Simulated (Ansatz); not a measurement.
`O[SiH2]S[SiH2]F` + HI → `F[SiH2]I` + `O[SiH2]S`  (ligand exchange at the Si–S bond)

Gas-phase electronic energies from Ansatz, PBE0-D4/def2-TZVP geometries. CCSD(T)/CBS adds triple-zeta CCSD(T) − MP2 to the extrapolated MP2 energy (def2 sets, frozen cores). Functionals use def2-TZVPP. B3LYP here is the variant with VWN-RPA as its local correlation; programs differ in this. Elements past krypton have def2 core potentials. For I outer-core shells are correlated without core-valence functions, which leaves a few kJ/mol of doubt a bond. One conformer a species, not always the lowest.

`O[SiH2]S[SiH2]F`:

```xyz
10

O    -0.998    1.350    1.382
Si    0.243    0.288    1.447
S     1.547    0.441   -0.258
Si    0.270   -0.581   -1.591
F    -1.193    0.087   -1.536
H    -1.556    1.317    0.601
H     1.049    0.640    2.632
H    -0.243   -1.115    1.495
H     0.077   -1.998   -1.213
H     0.805   -0.429   -2.960
```

HI:

Z-matrix (Å, degrees):
```
I
H 1 1.610
```

`F[SiH2]I`:

```xyz
5

F     1.547   -0.335    0.392
Si    0.078   -0.068   -0.161
I    -1.296    0.833    1.619
H    -0.493   -1.356   -0.601
H     0.165    0.926   -1.249
```

`O[SiH2]S`:

```xyz
7

O    -1.257   -0.823    0.000
Si    0.288   -0.352   -0.291
S     0.868    1.385    0.803
H    -1.519   -0.926    0.917
H     1.284   -1.364    0.140
H     0.337   -0.119   -1.749
H     0.000    2.200    0.180
```

Is it downhill or uphill in electronic energy at CCSD(T)/CBS, and by how much? (Estimate.)

The calculation gave: Downhill: ΔE = -3.4 kcal/mol.

What do these levels give: PBE-D4, r2SCAN-D4, PBE0-D4, r2SCAN, PBE0, B3LYP, HF/def2-TZVPP, MP2/def2-TZVPP, HF/def2-QZVPP, HF/CBS(def2), MP2/CBS(def2), CCSD/CBS(def2)? (Estimate.)

Computed: PBE-D4 -2.5, r2SCAN-D4 -2.6, PBE0-D4 -2.7, r2SCAN -2.9, PBE0 -3.8, B3LYP -4.4, HF/def2-TZVPP -5.6, MP2/def2-TZVPP -3.1, HF/def2-QZVPP -5.8, HF/CBS(def2) -5.8, MP2/CBS(def2) -4.2, CCSD/CBS(def2) -3.9 kcal/mol.

Largest T1 diagnostic among the species: 0.012.

The D4 term adds +1.9 kcal/mol with B3LYP and +1.0 kcal/mol with PBE0; it sums over pairs of atoms, weighted by their polarisabilities, and B3LYP, whose exchange is more repulsive, gets the larger term. In def2-TZVPP, CCSD(T) changes the Hartree–Fock value by +3.4 kcal/mol (the triples alone add +0.5 kcal/mol) and MP2 by +2.6 kcal/mol.
